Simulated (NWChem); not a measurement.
System: BeF$_{2}$; SMILES [F][Be][F]

The following NWChem deck was run.

```
start job
memory heap 200 mb stack 900 mb global 1100 mb
geometry units angstroms noautosym nocenter noautoz
  Be     0.000000     0.000000     0.000000
  F      0.000000     0.000000     1.387030
  F      0.000000     0.000000    -1.387030
end
basis spherical
  Be library 6-311g**
  F library 6-311g**
end
dft
  xc pbe0
  iterations 150
end
property
  shielding 2 1 2
end
task dft property
```

NWChem printed, in part:

```
             Northwest Computational Chemistry Package (NWChem) 7.3.0
             --------------------------------------------------------

                             Geometry "geometry" -> ""
                             -------------------------

 Output coordinates in angstroms (scale by  1.889725989 to convert to a.u.)

  No.       Tag          Charge          X              Y              Z
 ---- ---------------- ---------- -------------- -------------- --------------
    1 Be                   4.0000     0.00000000     0.00000000     0.00000000
    2 F                    9.0000     0.00000000     0.00000000     1.38703000
    3 F                    9.0000     0.00000000     0.00000000    -1.38703000

 Effective nuclear repulsion energy (a.u.)      42.9208023709

                              NWChem Property Module
                              ----------------------

  itol2e modified to match energy
  convergence criterion.

                                 NWChem DFT Module
                                 -----------------

 Summary of "ao basis" -> "ao basis" (spherical)
 ------------------------------------------------------------------------------
       Tag                 Description            Shells   Functions and Types
 ---------------- ------------------------------  ------  ---------------------
 Be                         6-311g**                 8       18   4s3p1d
 F                          6-311g**                 8       18   4s3p1d

  itol2e modified to match energy
  convergence criterion.

            General Information
            -------------------
          SCF calculation type: DFT
          Wavefunction type:  closed shell.
          No. of atoms     :     3
          No. of electrons :    22
           Alpha electrons :    11
            Beta electrons :    11
          Charge           :     0
          Spin multiplicity:     1
          Use of symmetry is: off; symmetry adaption is: off
          Maximum number of iterations: 150
          AO basis - number of functions:    54
                     number of shells:    24
          Convergence on energy requested:  1.00D-07
          Convergence on density requested:  1.00D-05
          Convergence on gradient requested:  5.00D-04

              XC Information
              --------------
                         PBE0 Method XC Functional
                     Hartree-Fock (Exact) Exchange  0.250
          PerdewBurkeErnzerhof Exchange Functional  0.750
            Perdew 1991 LDA Correlation Functional  1.000 local
           PerdewBurkeErnz. Correlation Functional  1.000 non-local

             Grid Information
             ----------------
          Grid used for XC integration:  fine
          Radial quadrature: Mura-Knowles
          Angular quadrature: Lebedev.
          Tag              B.-S. Rad. Rad. Pts. Rad. Cut. Ang. Pts.
          ---              ---------- --------- --------- ---------
          Be                  1.05       70           7.0       590
          F                   0.50       70           7.0       590
          Grid pruning is: on
          Number of quadrature shells:   210
          Spatial weights used:  Erf1

      Superposition of Atomic Density Guess
      -------------------------------------

 Sum of atomic energies:        -213.38242180

      Non-variational initial energy
      ------------------------------

[...]

          -----------------------------------------
          Chemical Shielding Tensors (GIAO, in ppm)
          -----------------------------------------

                                NWChem CPHF Module
                                ------------------

  scftype          =     RHF
  nclosed          =       11
  nopen            =        0
  variables        =      473
  # of vectors     =        3
  tolerance        = 0.10D-03
  level shift      = 0.00D+00
  max iterations   =       50
  max subspace     =       30

 SCF residual:    7.0949969752082860E-007

Iterative solution of linear equations
  No. of variables      473
  No. of equations        3
  Maximum subspace       30
        Iterations       50
       Convergence  1.0D-04

   iter   nsub   residual    time
   ----  ------  --------  ---------
     1      3    2.27D-01       4.1
     2      6    6.17D-03       4.6
     3      9    2.84D-04       5.1
     4     12    2.29D-05       5.8

      Atom:    1  Be
        Diamagnetic
    142.2687     -0.0000     -0.0000
     -0.0000    142.2687      0.0000
     -0.0000      0.0000    162.7735

        Paramagnetic
    -59.9683      0.0000     -0.0000
      0.0000    -59.9683      0.0000
     -0.0000      0.0000      0.0000

        Total Shielding Tensor
     82.3004      0.0000     -0.0000
      0.0000     82.3004      0.0000
     -0.0000      0.0000    162.7735

           isotropic =     109.1248
          anisotropy =      80.4731

          Principal Components and Axis System
                 1           2           3
              162.7735     82.3004     82.3004

      1        -0.0000      0.6645      0.7473
      2         0.0000      0.7473     -0.6645
      3         1.0000     -0.0000      0.0000

      Atom:    2  F
        Diamagnetic
    453.3138     -0.0000      0.0000
     -0.0000    453.3138     -0.0000
      0.0000     -0.0000    483.3852

        Paramagnetic
   -146.6507      0.0000     -0.0000
      0.0000   -146.6507      0.0000
     -0.0000      0.0000      0.0000

        Total Shielding Tensor
    306.6631      0.0000      0.0000
      0.0000    306.6631      0.0000
      0.0000      0.0000    483.3852

           isotropic =     365.5705
          anisotropy =     176.7222

          Principal Components and Axis System
                 1           2           3
              483.3852    306.6631    306.6631

      1         0.0000      0.7293     -0.6842
      2         0.0000      0.6842      0.7293
      3         1.0000     -0.0000     -0.0000
```

Level: PBE0/6-311G** (spherical d), GIAO. Structure relaxed at the PBE0/def2-SVP level. The printed shielding anisotropy is the first printed principal value minus the mean of the other two.
